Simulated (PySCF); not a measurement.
# Converging SeBr in the basis (CCSD)

PySCF, UHF reference; doublet, unpaired electrons π ↑; De to Se + Br without counterpoise correction. Frozen cores follow the default of each basis and core potential.

```json
{"basis": "cc-pVDZ-PP", "relativity": "scalar-relativistic core potentials", "functions": "46", "Re (Å)": "2.310", "ωe (cm⁻¹)": "312", "De (eV)": "1.75", "frozen orbitals": "8"}
{"basis": "x2c-SVPall", "relativity": "spin-free X2C", "functions": "64", "Re (Å)": "2.310", "ωe (cm⁻¹)": "307", "De (eV)": "1.78", "frozen orbitals": "18"}
{"basis": "def2-TZVPP", "relativity": "no relativity", "functions": "96", "Re (Å)": "2.276", "ωe (cm⁻¹)": "328", "De (eV)": "2.10", "frozen orbitals": "18"}
```

Question: How does each smaller set differ from the one with most functions, def2-TZVPP?

Answer: cc-pVDZ-PP: +3.4 pm, -4.9 % in ωe, -0.35 eV in De; x2c-SVPall: +3.4 pm, -6.4 % in ωe, -0.32 eV in De. All at CCSD; the set with most functions is neither the basis-set limit nor always the best. The rows treat relativity differently, so the differences are not basis effects alone.

Correlated steps freeze the inner cores (8 to 18 orbitals); shallow outer-core shells are correlated. Correlated levels converge slowly with the basis: in double zeta they bind strong bonds too weakly, by up to about 1 eV, and carry superposition errors of some tenths. Spin–orbit coupling is left out. The state is the lowest determinant that a PBE0 search found; another state may lie lower at other levels.
